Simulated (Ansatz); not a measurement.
CH3ClF2MoO2, SMILES `C[O][Mo](=[O])([F])([F])[Cl]`, 10 atoms. Charge 0, multiplicity 1. Correlated methods include outer-core shells of Mo, which these sets cover unevenly. Mo takes the def2 core potential. All runs use 4 threads of an Arm Neoverse V1 on a shared host. Correlated methods freeze the cores.

Problem. How many basis functions does each run have, and how long does it take in Ansatz? RKS SPW92 (LDA)/def2-TZVPP energy; RHF-MP2/def2-QZVPP energy; RKS PBE0-D4/def2-QZVPP energy; RKS PBE0-D4/def2-SVP energy; RKS r2SCAN-D4/def2-TZVPP energy and forces; RKS PBE0-D4/def2-TZVPP energy; RHF-CCSD(T)/def2-SVP energy; RHF-MP2/def2-TZVPP energy; direct RPA on PBE orbitals/def2-TZVPP energy; RKS ωB97M-V/def2-QZVPP energy; RKS PBE0-D4/def2-TZVP relaxation (17 steps); RKS PBE0-D4/def2-TZVP frequencies. (Estimate.)

Solution. The calculation gave: Other jobs shared the machine, so times are rough.

| level | job | functions | wall time | peak host memory (GiB) |
| --- | --- | --- | --- | --- |
| RKS SPW92 (LDA)/def2-TZVPP | energy | 295 | 2.4 s | 0.46 |
| RKS PBE0-D4/def2-SVP | energy | 134 | 2.6 s | 0.57 |
| RKS PBE0-D4/def2-TZVPP | energy | 295 | 6.5 s | 0.98 |
| RHF-MP2/def2-TZVPP | energy | 295 | 8.5 s | 0.92 |
| RKS r2SCAN-D4/def2-TZVPP | energy and forces | 295 | 10 s | 0.5 |
| direct RPA on PBE orbitals/def2-TZVPP | energy | 295 | 14 s | 0.94 |
| RKS PBE0-D4/def2-QZVPP | energy | 526 | 17 s | 2.5 |
| RKS ωB97M-V/def2-QZVPP | energy | 526 | 35 s | 2.9 |
| RHF-MP2/def2-QZVPP | energy | 526 | 48 s | 3.7 |
| RHF-CCSD(T)/def2-SVP | energy | 134 | 48 s | 1.2 |
| RKS PBE0-D4/def2-TZVP | relaxation (17 steps) | 250 | 2.1 min | 0.84 |
| RKS PBE0-D4/def2-TZVP | frequencies | 250 | 5.1 min | 0.84 |
